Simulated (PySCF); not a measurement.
**Deuteron quadrupole couplings in `C=C[PH+](C=C)CP`**

C₅H₁₁P₂ (charge +1).
Cartesian coordinates in Å at the GFN2-xTB level; atoms count from 1:
```
atom  x, y, z in Å
C1     1.817    1.139   -1.633
C2     1.018    0.903   -0.601
P3    -0.060   -0.521   -0.511
C4     0.341   -1.570    0.884
C5     1.459   -1.442    1.586
C6    -1.804   -0.036   -0.388
P7    -1.959    1.007    1.199
H8     2.455    2.008   -1.662
H9     1.867    0.481   -2.487
H10    0.964    1.560    0.261
H11    0.113   -1.245   -1.678
H12   -0.404   -2.321    1.117
H13    2.202   -0.693    1.359
H14    1.670   -2.088    2.422
H15   -2.126    0.491   -1.289
H16   -2.395   -0.951   -0.277
H17   -1.820    2.229    0.542
H18   -3.347    1.055    1.145
```

Level: PBE0/pcSseg-1 (PySCF, non-relativistic); Q(2H) = 0.00286 b; rigid geometry, the same for H and D, with no vibrational averaging.

Problem. Rank these positions by the coupling χzz of a deuteron there, largest first.
A. H16 (methylene hydrogen)
B. H9 (vinylic hydrogen)
C. H18 (P–H hydrogen)
D. H10 (vinylic hydrogen)

Solution. B (215 kHz), D (210 kHz), A (199 kHz), C (133 kHz).

Problem. Tabulate Vzz, the asymmetry η and χzz = 234.96 MHz × Q × Vzz for every hydrogen position.

Solution. 
```csv
atom,bonded to,bond length (Å),Vzz (au),η,χzz (kHz)
H8,C1,1.078,0.3222,0.01,216
H9,C1,1.079,0.3206,0.04,215
H10,C2,1.085,0.3120,0.08,210
H11,P3,1.384,0.1938,0.04,130
H12,C4,1.084,0.3159,0.10,212
H13,C5,1.079,0.3212,0.03,216
H14,C5,1.078,0.3234,0.02,217
H15,C6,1.092,0.3013,0.04,202
H16,C6,1.095,0.2957,0.04,199
H17,P7,1.395,0.1948,0.10,131
H18,P7,1.391,0.1986,0.09,133
```

Problem. Average by the element that carries the hydrogen.

Solution. on C: 211 kHz over 8 positions, mean bond length 1.084 Å; on P: 132 kHz over 3 positions, mean bond length 1.390 Å.

Problem. How does χzz go with the bond length over the 8 C–H bonds?

Solution. A straight-line fit has a slope of -10.5 kHz for each 0.01 Å, with a correlation coefficient of -1.00, over lengths from 1.078 to 1.095 Å. The longer bonds have the smaller couplings here.

One conformer (not necessarily the lowest) at the GFN2-xTB geometry, without solvent, vibrations or thermal averaging. GFN2-xTB bond lengths can be off by several hundredths of an ångström, more for odd bonds, and the gradients follow them. These gradients aren't converged with respect to the basis.

These values come from a run that also computed NMR shieldings. Hardware: one thread, Arm Neoverse V1 (aarch64), no GPU, shared host with 32 logical CPUs at a one-minute load of 14. Cost: 26 s of wall time, 0.84 GiB resident at most.
